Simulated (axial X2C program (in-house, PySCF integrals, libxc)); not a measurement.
Ionising the radicals of a process plasma

Computed with an axial X2C code built on PySCF integrals, spin-free (one-electron X2C) or two-component (2c: spin–orbit coupling with atomic mean-field Coulomb and Gaunt terms, which also bring small scalar terms), in Dyall basis sets with cores contracted in-house; open shells are unrestricted.

Level PBE0, spin-free. Basis sets: B dyall-v3z, C dyall-v3z, Cl dyall-av3z, Cu dyall-cv3z, F dyall-av3z, H dyall-v3z, Hf dyall-cv3z, N dyall-av3z, O dyall-av3z, P dyall-v3z, Sb dyall-cv3z, Te dyall-cv3z, Zr dyall-cv3z.

```csv
species,state,ion state,adiabatic IE with zero-point terms (eV),D0 (eV),D0 of the ion (eV)
ZrCl,"M_S = 3/2, Λ = 0","M_S = 1, Λ = 2",6.64,n/a,n/a
HfP,"M_S = 1/2, Λ = 0","M_S = 0, Λ = 0",7.36,3.93,3.34
CuC,"M_S = 3/2, Λ = 0","M_S = 1, Λ = 1",8.54,n/a,n/a
SbF,"M_S = 1, Λ = 0","M_S = 1/2, Λ = 1",8.88,4.09,4.25
BTe,"M_S = 1/2, Λ = 0","M_S = 1, Λ = 1",9.62,4.00,3.01
SbN,"M_S = 0, Λ = 0","M_S = 1/2, Λ = 1",9.92,3.13,2.25
PH,"M_S = 1, Λ = 0","M_S = 1/2, Λ = 1",10.33,3.03,3.21
HCl,"M_S = 0, Λ = 0","M_S = 1/2, Λ = 1",12.73,4.33,4.53
OH,"M_S = 1/2, Λ = 1","M_S = 1, Λ = 0",12.80,4.17,5.02
```

Question: Which of these can a metastable argon atom (³P2, 11.55 eV, NIST) ionise on energy grounds?

Answer: At PBE0, spin-free, IE lies below 11.55 eV for ZrCl, HfP, CuC, SbF, BTe, SbN, PH.

Question: Which of these can a metastable xenon atom (³P2, 8.32 eV, NIST) ionise on energy grounds?

Answer: At PBE0, spin-free, IE lies below 8.32 eV for ZrCl, HfP. Within the error of the method (some tenths of an eV) the answer is open for CuC.

Question: Give the threshold for dissociative ionisation to the lowest fragments, IE + D0(ion).

Answer: At PBE0, spin-free: HfP → Hf+ + P: 10.70 eV; SbF → Sb+ + F: 13.13 eV; BTe → Te + B+: 12.63 eV; SbN → Sb+ + N: 12.17 eV; PH → P+ + H: 13.54 eV; HCl → Cl+ + H: 17.26 eV; OH → O + H+: 17.82 eV.

Each entry is the lowest single determinant of a limited PBE0 search at one distance. De goes to single-determinant-based atoms at the same level (for ions the charge split of lowest energy) and is withheld (n/a) where an atom does not fit its ground term or J level. Main or longest-lived isotopes. One determinant is a doubtful description, or other states lie close, for ZrCl, ZrCl⁺, CuC, CuC⁺, SbF, BTe⁺, SbN⁺; these need not be ground states, and all values refer to the states named. The functionals have no current term, which raises determinants with orbital currents. These values were not checked against measured ones; errors of some tenths of an eV are usual, and D0 of doubtful transition-metal species is not given. Spin-free thresholds lack the spin–orbit lowering of heavy atomic ions, up to half an eV for Sn⁺ or Sb⁺.
